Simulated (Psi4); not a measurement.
H9Si4 (SMILES [SiH3][Si]([SiH3])[SiH3]), doublet, at a GFN2-xTB geometry; WB97X/6-31G* run with Psi4 1.11.

The Psi4 input:
```
memory 2 GB

molecule {
0 2
Si   -0.64128357    2.18177912    0.05481492
Si    0.05797390    0.01254242   -0.35377634
Si    2.16552900   -0.55530696    0.41955194
Si   -1.56463877   -1.63481843   -0.22792767
H     0.38427030    3.15177800   -0.34325110
H    -0.96382440    2.49841278    1.45372838
H    -1.85110654    2.49956383   -0.71088721
H     3.17212496    0.41234398   -0.02949024
H     2.57737442   -1.86772841   -0.08893903
H     2.31422011   -0.63162606    1.88007456
H    -1.05320717   -2.91736138   -0.72212183
H    -2.72966171   -1.29323917   -1.05092999
H    -2.09631772   -1.91088988    1.11453659
}

set {
  basis 6-31g*
  reference uks
}

energy('wb97x')
print_variables()
```

Output, abridged:

```
   => Loading Basis Set <=

    Name: 6-31G*
    Role: ORBITAL
    Keyword: BASIS

         ---------------------------------------------------------
                                   SCF
               by Justin Turney, Rob Parrish, Andy Simmonett
                          and Daniel G. A. Smith
                              UKS Reference
         ---------------------------------------------------------

  ==> Geometry <==

    Molecular point group: c1
    Full point group: C1

    Geometry (in Angstrom), charge = 0, multiplicity = 2:

       Center              X                  Y                   Z               Mass
    ------------   -----------------  -----------------  -----------------  -----------------
         SI          -0.643298779899     2.181298129115     0.067118669272    27.976926534650
         SI           0.055958690101     0.012061429115    -0.341472590728    27.976926534650
         SI           2.163513790101    -0.555787950885     0.431855689272    27.976926534650
         SI          -1.566653979899    -1.635299420885    -0.215623920728    27.976926534650
         H            0.382255090101     3.151297009115    -0.330947350728     1.007825032230
         H           -0.965839609899     2.497931789115     1.466032129272     1.007825032230
         H           -1.853121749899     2.499082839115    -0.698583460728     1.007825032230
         H            3.170109750101     0.411862989115    -0.017186490728     1.007825032230
         H            2.575359210101    -1.868209400885    -0.076635280728     1.007825032230
         H            2.312204900101    -0.632107050885     1.892378309272     1.007825032230
         H           -1.055222379899    -2.917842370885    -0.709818080728     1.007825032230
         H           -2.731676919899    -1.293720160885    -1.038626240728     1.007825032230
         H           -2.098332929899    -1.911370870885     1.126840339272     1.007825032230

  Running in c1 symmetry.

  Rotational constants: A =      0.06245  B =      0.06243  C =      0.03273 [cm^-1]
  Rotational constants: A =   1872.10293  B =   1871.48511  C =    981.34567 [MHz]
  Nuclear repulsion =  313.722092002774502

  Charge       = 0
  Multiplicity = 2
  Electrons    = 65
  Nalpha       = 33
  Nbeta        = 32

  ==> Algorithm <==

  SCF Algorithm Type is DF.
  DIIS enabled.
  MOM disabled.
  Fractional occupation disabled.
  Guess Type is SAD.
  Energy threshold   = 1.00e-06
  Density threshold  = 1.00e-06
  Integral threshold = 1.00e-12

  ==> Primary Basis <==

  Basis Set: 6-31G*
    Blend: 6-31G*
    Number of shells: 50
    Number of basis functions: 94
    Number of Cartesian functions: 94
    Spherical Harmonics?: false
    Max angular momentum: 2

  ==> DFT Potential <==

   => LibXC <=

    Version 7.1.2
    S. Lehtola, C. Steigemann, M. J. T. Oliveira, and M. A. L. Marques,  SoftwareX 7, 1–5 (2018) (10.1016/j.softx.2017.11.002)

   => Composite Functional: WB97X <=

    wB97X Hyb-GGA Exchange-Correlation Functional

    J.-D. Chai and M. Head-Gordon,  J. Chem. Phys. 128, 084106 (2008) (10.1063/1.2834918)

    Deriv               =              1
    GGA                 =           TRUE
    Meta                =          FALSE

    Exchange Hybrid     =           TRUE
    MP2 Hybrid          =          FALSE

   => Exchange-Correlation Functionals <=

    1.0000   wB97X range-separated functional

   => Exact (HF) Exchange <=

    0.8423            HF,LR [omega = 0.3000]
    0.1577               HF

   => LibXC Density Thresholds  <==

    XC_HYB_GGA_XC_WB97X:  1.00E-14

   => Molecular Quadrature <=

    Radial Scheme          =       TREUTLER
    Pruning Scheme         =           NONE
    Nuclear Scheme         =       TREUTLER

    Blocking Scheme        =         OCTREE
    BS radius alpha        =              1
    Pruning alpha          =              1
    Radial Points          =             75
    Spherical Points       =            302
    Total Points           =         279153
    Total Blocks           =           2117
    Max Points             =            256
    Max Functions          =             92
    Weights Tolerance      =       1.00E-15

   => Loading Basis Set <=

    Name: (6-31G* AUX)
    Role: JKFIT
    Keyword: DF_BASIS_SCF

  ==> Integral Setup <==

  SCF_SUBTYPE=INCORE selected. In-core MEM_DF algorithm will be used.
  Using in-core AOs.

  ==> MemDFJK: Density-Fitted J/K Matrices <==

    J tasked:                   Yes
    K tasked:                   Yes
    wK tasked:                  Yes
    Omega:                3.000E-01
    Algorithm:                 Core
    Schwarz Cutoff:           1E-12
    Mask sparsity (%):       3.6215
    Fitting Condition:        1E-10

   => Auxiliary Basis Set <=

  Basis Set: (6-31G* AUX)
    Blend: CC-PVDZ-JKFIT
    Number of shells: 225
    Number of basis functions: 745
    Number of Cartesian functions: 745
    Spherical Harmonics?: false
    Max angular momentum: 3

  Minimum eigenvalue in the overlap matrix is 6.1054996560E-03.
  Reciprocal condition number of the overlap matrix is 1.0043329062E-03.
    Using symmetric orthogonalization.

  ==> Pre-Iterations <==

  SCF Guess: Superposition of Atomic Densities via on-the-fly atomic UHF (no occupation information).

   -------------------------
    Irrep   Nso     Nmo
   -------------------------
     A         94      94
   -------------------------
    Total      94      94
   -------------------------

  ==> Iterations <==

                           Total Energy        Delta E     RMS |[F,P]|

   @DF-UKS iter SAD: -1162.32309757347298   -1.16232e+03   0.00000e+00
   @DF-UKS iter   1: -1163.19576038730384   -8.72663e-01   2.02546e-03 ADIIS/DIIS
   @DF-UKS iter   2: -1163.23230234046537   -3.65420e-02   7.28068e-04 ADIIS/DIIS
   @DF-UKS iter   3: -1163.23666865929863   -4.36632e-03   2.01101e-04 ADIIS/DIIS
   @DF-UKS iter   4: -1163.23751235365921   -8.43694e-04   5.37124e-05 DIIS
   @DF-UKS iter   5: -1163.23755112397453   -3.87703e-05   1.50417e-05 DIIS
   @DF-UKS iter   6: -1163.23755588435051   -4.76038e-06   5.50858e-06 DIIS
   @DF-UKS iter   7: -1163.23755664346754   -7.59117e-07   1.57176e-06 DIIS
   @DF-UKS iter   8: -1163.23755669577235   -5.23048e-08   4.74611e-07 DIIS
  Energy and wave function converged.

  ==> Post-Iterations <==

   Electrons on quadrature grid:
      Nalpha   =   32.9999858876 ; deviation = -1.411e-05
      Nbeta    =   31.9999804646 ; deviation = -1.954e-05
      Ntotal   =   64.9999663522 ; deviation = -3.365e-05

   @Spin Contamination Metric:   4.462144828E-03
   @S^2 Expected:                7.500000000E-01
   @S^2 Observed:                7.544621448E-01
   @S   Expected:                5.000000000E-01
   @S   Observed:                5.000000000E-01

    Orbital Energies [Eh]
    ---------------------

    Alpha Occupied:

[...]
    Alpha Virtual:

[...]
      94A      3.095596

    Beta Occupied:

[...]
    Beta Virtual:

[...]
    Final Occupation by Irrep:
              A
    DOCC [    32 ]
    SOCC [     1 ]
    NA   [    33 ]
    NB   [    32 ]

  @DF-UKS Final Energy: -1163.23755669577235

   => Energetics <=

    Nuclear Repulsion Energy =            313.7220920027745024
    One-Electron Energy =               -2235.5056852320863072
    Two-Electron Energy =                 823.5346073226847921
    DFT Exchange-Correlation Energy =     -64.9885707891451005
    Empirical Dispersion Energy =           0.0000000000000000
    VV10 Nonlocal Energy =                  0.0000000000000000
    Total Energy =                      -1163.2375566957723549

  UHF NO Occupations:
  HONO-2 :   31  A 1.9997722
  HONO-1 :   32  A 1.9985789
  HONO-0 :   33  A 1.0000000
  LUNO+0 :   34  A 0.0014211
  LUNO+1 :   35  A 0.0002278
  LUNO+2 :   36  A 0.0002236
  LUNO+3 :   37  A 0.0002199

Computation Completed

Properties will be evaluated at   0.000000,   0.000000,   0.000000 [a0]

Properties computed using the SCF density matrix

 Multipole Moments:

 ------------------------------------------------------------------------------------
     Multipole            Electronic (a.u.)      Nuclear  (a.u.)        Total (a.u.)
 ------------------------------------------------------------------------------------

 L = 1.  Multiply by 2.5417464519 to convert [e a0] to [Debye]
 Dipole X            :          0.2403199           -0.2475325           -0.0072126
 Dipole Y            :          0.0594879           -0.0590816            0.0004064
 Dipole Z            :         -1.4672450            1.5112966            0.0440516
 Magnitude           :                                                    0.0446400

 ------------------------------------------------------------------------------------

  Variable Map:
  ----------------------------------------------------------------------------
[...]
  Array Variable Map:
  ----------------------------------------------------------------------------
[...]
[...]
```
